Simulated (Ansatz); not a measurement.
Reaction (ligand exchange at the Si–C bond): `[SiH3]C[SiH](Cl)Cl` + `[NH2][SnH3]` → `[SiH3][NH][SnH3]` + `C[SiH](Cl)Cl`

Calculated with Ansatz (gas phase, PBE0-D4/def2-TZVP geometries, no zero-point term in ΔE). CBS: MP2 limit from def2 TZ/QZ plus the TZ coupled-cluster correction, frozen cores. DFT in def2-TZVPP. B3LYP here is the variant with VWN-RPA as its local correlation; programs differ in this. HSE06 is defined as in plane-wave codes. def2 core potentials past Kr. For Sn outer-core shells are correlated without core-valence functions, which leaves a few kJ/mol of doubt a bond. Each species was taken in one conformer, which may not be the lowest.

`[SiH3]C[SiH](Cl)Cl`:

Cartesian coordinates in Å:
```
Si 0.697 1.056 1.047
C -0.321 -0.442 0.538
Si -0.363 -0.769 -1.277
Cl -1.050 0.888 -2.267
Cl -1.607 -2.342 -1.697
H 0.939 1.023 2.513
H 2.010 1.037 0.348
H -0.019 2.307 0.698
H 0.094 -1.336 1.020
H -1.346 -0.322 0.904
H 0.967 -1.099 -1.827
```

`[NH2][SnH3]`:

Cartesian coordinates in Å:
```
N -0.308 -0.261 1.220
Sn 0.085 0.312 -0.690
H -0.831 -1.127 1.272
H 0.529 -0.384 1.775
H -1.432 0.496 -1.444
H 0.926 1.789 -0.571
H 1.032 -0.825 -1.562
```

`[SiH3][NH][SnH3]`:

Cartesian coordinates in Å:
```
Si -0.665 -1.380 -0.609
N 0.385 -0.472 0.394
Sn 0.555 1.545 0.463
H 0.043 -2.477 -1.329
H -1.224 -0.427 -1.608
H -1.805 -2.010 0.119
H 0.889 -0.959 1.121
H 1.892 1.861 1.473
H -0.874 2.226 1.108
H 0.803 2.093 -1.132
```

`C[SiH](Cl)Cl`:

```xyz
8

C    -0.517    0.218    0.867
Si    0.443   -0.285   -0.629
Cl    1.920    1.086   -1.002
Cl   -0.800   -0.373   -2.256
H    -1.308   -0.508    1.067
H     0.143    0.269    1.736
H    -0.972    1.199    0.715
H     1.091   -1.606   -0.498
```

```json
{"level": "LDA (SPW92)", "ΔE (kJ/mol)": "-46.6", "difference from CCSD(T)/CBS": "9.5"}
{"level": "PBE-D4", "ΔE (kJ/mol)": "-45.1", "difference from CCSD(T)/CBS": "11.0"}
{"level": "revPBE-D4", "ΔE (kJ/mol)": "-44.6", "difference from CCSD(T)/CBS": "11.5"}
{"level": "BLYP-D4", "ΔE (kJ/mol)": "-52.3", "difference from CCSD(T)/CBS": "3.8"}
{"level": "r2SCAN-D4", "ΔE (kJ/mol)": "-52.8", "difference from CCSD(T)/CBS": "3.3"}
{"level": "B97M-V", "ΔE (kJ/mol)": "-55.7", "difference from CCSD(T)/CBS": "0.4"}
{"level": "PBE0-D4", "ΔE (kJ/mol)": "-49.2", "difference from CCSD(T)/CBS": "6.9"}
{"level": "B3LYP-D4", "ΔE (kJ/mol)": "-55.5", "difference from CCSD(T)/CBS": "0.6"}
{"level": "r2SCANh-D4", "ΔE (kJ/mol)": "-53.6", "difference from CCSD(T)/CBS": "2.5"}
{"level": "r2SCAN0-D4", "ΔE (kJ/mol)": "-54.7", "difference from CCSD(T)/CBS": "1.4"}
{"level": "HSE06-D4", "ΔE (kJ/mol)": "-49.2", "difference from CCSD(T)/CBS": "6.9"}
{"level": "BHLYP-D4", "ΔE (kJ/mol)": "-61.2", "difference from CCSD(T)/CBS": "-5.1"}
{"level": "CAM-B3LYP-D4", "ΔE (kJ/mol)": "-58.6", "difference from CCSD(T)/CBS": "-2.5"}
{"level": "ωB97X-V", "ΔE (kJ/mol)": "-54.6", "difference from CCSD(T)/CBS": "1.5"}
{"level": "B2PLYP", "ΔE (kJ/mol)": "-58.3", "difference from CCSD(T)/CBS": "-2.2"}
{"level": "PBE-QIDH", "ΔE (kJ/mol)": "-54.7", "difference from CCSD(T)/CBS": "1.4"}
{"level": "PBE", "ΔE (kJ/mol)": "-47.0", "difference from CCSD(T)/CBS": "9.1"}
{"level": "BLYP", "ΔE (kJ/mol)": "-55.8", "difference from CCSD(T)/CBS": "0.3"}
{"level": "r2SCAN", "ΔE (kJ/mol)": "-53.5", "difference from CCSD(T)/CBS": "2.6"}
{"level": "PBE0", "ΔE (kJ/mol)": "-51.0", "difference from CCSD(T)/CBS": "5.1"}
{"level": "B3LYP", "ΔE (kJ/mol)": "-58.5", "difference from CCSD(T)/CBS": "-2.4"}
{"level": "r2SCANh", "ΔE (kJ/mol)": "-54.3", "difference from CCSD(T)/CBS": "1.8"}
{"level": "r2SCAN0", "ΔE (kJ/mol)": "-55.5", "difference from CCSD(T)/CBS": "0.6"}
{"level": "HSE06", "ΔE (kJ/mol)": "-50.9", "difference from CCSD(T)/CBS": "5.2"}
{"level": "BHLYP", "ΔE (kJ/mol)": "-63.4", "difference from CCSD(T)/CBS": "-7.3"}
{"level": "LC-ωPBE", "ΔE (kJ/mol)": "-54.5", "difference from CCSD(T)/CBS": "1.6"}
{"level": "RPA@PBE/def2-TZVPP", "ΔE (kJ/mol)": "-53.9", "difference from CCSD(T)/CBS": "2.2"}
{"level": "HF/def2-SVP", "ΔE (kJ/mol)": "-70.1", "difference from CCSD(T)/CBS": "-14.0"}
{"level": "CCSD/def2-SVP", "ΔE (kJ/mol)": "-58.0", "difference from CCSD(T)/CBS": "-1.9"}
{"level": "CCSD(T)/def2-SVP", "ΔE (kJ/mol)": "-56.1", "difference from CCSD(T)/CBS": "0.0"}
{"level": "HF/def2-TZVPP", "ΔE (kJ/mol)": "-70.8", "difference from CCSD(T)/CBS": "-14.7"}
{"level": "MP2/def2-TZVPP", "ΔE (kJ/mol)": "-56.0", "difference from CCSD(T)/CBS": "0.1"}
{"level": "SCS-MP2/def2-TZVPP", "ΔE (kJ/mol)": "-58.9", "difference from CCSD(T)/CBS": "-2.8"}
{"level": "CCSD/def2-TZVPP", "ΔE (kJ/mol)": "-57.1", "difference from CCSD(T)/CBS": "-1.0"}
{"level": "CCSD(T)/def2-TZVPP", "ΔE (kJ/mol)": "-54.7", "difference from CCSD(T)/CBS": "1.4"}
{"level": "HF/def2-QZVPP", "ΔE (kJ/mol)": "-72.2", "difference from CCSD(T)/CBS": "-16.1"}
{"level": "MP2/def2-QZVPP", "ΔE (kJ/mol)": "-57.3", "difference from CCSD(T)/CBS": "-1.2"}
{"level": "HF/CBS(def2)", "ΔE (kJ/mol)": "-72.4", "difference from CCSD(T)/CBS": "-16.3"}
{"level": "MP2/CBS(def2)", "ΔE (kJ/mol)": "-57.4", "difference from CCSD(T)/CBS": "-1.3"}
{"level": "CCSD/CBS(def2)", "ΔE (kJ/mol)": "-58.6", "difference from CCSD(T)/CBS": "-2.5"}
{"level": "CCSD(T)/CBS", "ΔE (kJ/mol)": "-56.1", "difference from CCSD(T)/CBS": "0"}
```

Largest T1 diagnostic among the species: 0.013.

From BLYP to BHLYP (50 % exact exchange), in def2-TZVPP and without D4, ΔE moves by −7.6 kJ/mol. Leaving LDA and LC-ωPBE aside and taking each functional with its dispersion term where it has one, the values spread over 16.6 kJ/mol, from BHLYP-D4 to revPBE-D4.
